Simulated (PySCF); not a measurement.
A run for PySCF: R-BP86/LANL2DZ on GaH, 2S+1 = 1, a spin state set in the input, which need not be the lowest, a point of a bond scan (R = 1.688 Å).

```python
from pyscf import gto, scf, dft, mp
from pyscf.data.elements import chemcore

mol = gto.M(
    atom='''
    H     0.00000000    0.00000000    0.00000000
    Ga    0.00000000    0.00000000    1.68781500
    ''',
    basis='lanl2dz',
    ecp={'Ga': 'lanl2dz'},
    charge=0, spin=0, verbose=3, max_memory=1800)
mf = dft.RKS(mol, xc='b88,p86')
mf.conv_tol = 1e-8
mf.max_cycle = 100
mf.kernel()
if not mf.converged:
    mf = mf.newton().run(mf.mo_coeff, mf.mo_occ)
```

The log:

```
converged SCF energy = -2.63074442056057
```

Self-consistency was reached.

Cost: about 0.17 core-seconds (a rough figure).
